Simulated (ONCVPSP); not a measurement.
**What the settings do to the ONCV potential of scandium**

Base potential:

scandium, optimised norm-conserving Vanderbilt (ONCV), made with ONCVPSP 4.0.1 (PBE, fully relativistic). Core [Ne], reference 3s2 3p6 3d1 4s0.5 (charge +1.5). Waves: 3s+4s: rc 1.60 bohr, ncon 3, nbas 6, qcut 8.3 1/bohr, 2 projectors; 3p: rc 1.45 bohr, ncon 3, nbas 6, qcut 9.5 1/bohr, 2 projectors, debl 1.6 Ha; 3d: rc 1.30 bohr, ncon 4, nbas 8, qcut 6.9 1/bohr, 2 projectors, debl 1.2 Ha; f scattering state at 0.03 Ha: rc 1.50 bohr, ncon 5, nbas 8, qcut 6.4 1/bohr, 1 projector. Local part: polynomial inside 0.80 bohr (lpopt 5, dvloc0 2 Ha). Core correction: none.

Open shells are filled in proportion to 2j + 1.

In the p channel the program set the typed energies aside and used -1.634, 0.250 Ha (j = l + 1/2; the other j can differ).

Cutoffs, loose and tight: the cutoffs (Ha) at which the residual kinetic energy of the hardest occupied pseudo-wave falls to 1 and 0.1 mHa per electron. They do not see the model core or the augmentation charge, which bear on the density cutoff. Test errors are all-electron minus pseudo excitation energies from the reference, over the configurations 3s2 3p6 3d1 4s2; 3s2 3p6 3d1 4s1; 3s2 3p6 3d1 4s0; 3s2 3p6 3d0 4s2 4p1. A dash means not determined; rows that change the core or the reference have their own tests.

| change | outcome | cutoff, loose | cutoff, tight | bound ghosts | GHOST(+) flags above zero | largest test error (meV) |
| --- | --- | --- | --- | --- | --- | --- |
| base | generated, projector energies reset by the program | 125 Ha | 146 Ha | none | s | +23 |
| s: qcut 5.9; p: qcut 6.7; d: qcut 4.9; f: qcut 4.5 | generated, projector energies reset by the program | 140 Ha | 181 Ha | none | s, d5/2, f7/2, d3/2 | +30 |
| s: qcut 6.5; p: qcut 7.5; d: qcut 5.4; f: qcut 5 | generated, projector energies reset by the program | 138 Ha | 177 Ha | none | s, d5/2, d3/2 | +30 |
| s: qcut 8.2; p: qcut 9.4 | generated, projector energies reset by the program | 125 Ha | 146 Ha | none | s | +23 |
| s: qcut 9; p: qcut 10.3; d: qcut 7.5; f: qcut 7 | generated, projector energies reset by the program | 109 Ha | 140 Ha | none | s | +21 |
| s: qcut 10.8; p: qcut 12.4; d: qcut 9; f: qcut 8.3 | generated, projector energies reset by the program | 38 Ha | 94 Ha | none | none | +16 |
| s: qcut 11.5; p: qcut 13.1; d: qcut 9.5; f: qcut 8.9 | generated, projector energies reset by the program | 39 Ha | 55 Ha | none | s | +15 |
